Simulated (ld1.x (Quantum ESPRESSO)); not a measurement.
osmium (Os): one change to a TM potential, before and after

- Element: Os (Z = 76)
- Generator: ld1.x (Quantum ESPRESSO) 7.5
- Type: norm-conserving Troullier–Martins (Kleinman–Bylander form)
- Functional: PBE
- Relativity: fully relativistic
- Frozen core: [Kr] 4d10 4f14 5s2
- Valence charge: 14
- Reference configuration: 5p6 5d6 6s2 6p0
- Partial waves: 6s (bound): rc 2.65 bohr; 5p (bound): rc 1.80 bohr; 5d (bound): rc 1.35 bohr
- Local potential: all-electron potential smoothed inside 1.45 bohr (lloc = -1)
- Core correction: Bessel-smoothed model core inside 1.00 bohr

Open shells are filled in proportion to 2j + 1 (rel_dist='average').

Change: core correction Bessel-smoothed model core inside 1.50 bohr.

Cutoffs: the cutoffs (Ry, on a coarse ladder) from which the occupation-weighted sum of valence levels, in a spherical-Bessel basis at the reference potential, stays within 10 and 1 mRy of its value at 400 Ry; they do not see the model core or the augmentation charge, which bear on the density cutoff. Errors are all-electron minus pseudo energies relative to the spin-unpolarised reference configuration.

Task: How do hardness, ghosts and transferability respond?

Result: The potential gets neither clearly harder nor softer (40 Ry and 70 Ry → 40 Ry and 70 Ry); both files keep a bound ghost (s); the errors of the 7 common tests hardly move. A wider model core is smoother and lowers the density cutoff, which this test does not measure.

| quantity | base | changed |
| --- | --- | --- |
| cutoff, loose | 40 Ry | 40 Ry |
| cutoff, tight | 70 Ry | 70 Ry |
| bound ghosts | s | s |
| error for 5p6 5d6 6s1 6p0, meV [ΔE 9.58 eV] | -6.2 | -6.3 |
| error for 5p6 5d6 6s0 6p0, meV [ΔE 26.50 eV] | -37 | -37 |
| error for 5p6 5d5 6s0 6p0, meV [ΔE 55.34 eV] | +5.1 | +5.3 |
| error for 5p6 5d7 6s0 6p0, meV [ΔE 9.04 eV] | -64 | -65 |
| error for 5p6 5d4 6s0 6p0, meV [ΔE 96.80 eV] | +44 | +43 |
| error for 5p6 5d6 6s1 6p1, meV [ΔE 5.01 eV] | +67 | +67 |
| error for 5p6 5d6 6s1.5 6p0, meV [ΔE 3.92 eV] | -1.3 | -1.3 |
| s: phases at 2.90 bohr within 0.05 rad from the reference energy up to (Ry; the scan ends near 5) | 1.5 | 1.5 |
| p1/2: phases at 2.90 bohr within 0.05 rad from the reference energy up to (Ry; the scan ends near 5) | -0.2 | -0.2 |
| p3/2: phases at 2.90 bohr within 0.05 rad from the reference energy up to (Ry; the scan ends near 5) | 0.0 | 0.0 |
| d3/2: phases at 2.90 bohr within 0.05 rad from the reference energy up to (Ry; the scan ends near 5) | to the end of the scan | to the end of the scan |
| d5/2: phases at 2.90 bohr within 0.05 rad from the reference energy up to (Ry; the scan ends near 5) | to the end of the scan | to the end of the scan |

Base: These tests converged, but a pseudo level misses the all-electron one widely, so the file describes the atom poorly there or has found another state: 5p6 5d4 6s0 6p0: empty 6s by 4.5 eV. A true bound ghost makes a file unfit for plane-wave use even where its test errors are small: the radial tests pick states by their node count and pass the ghost by.
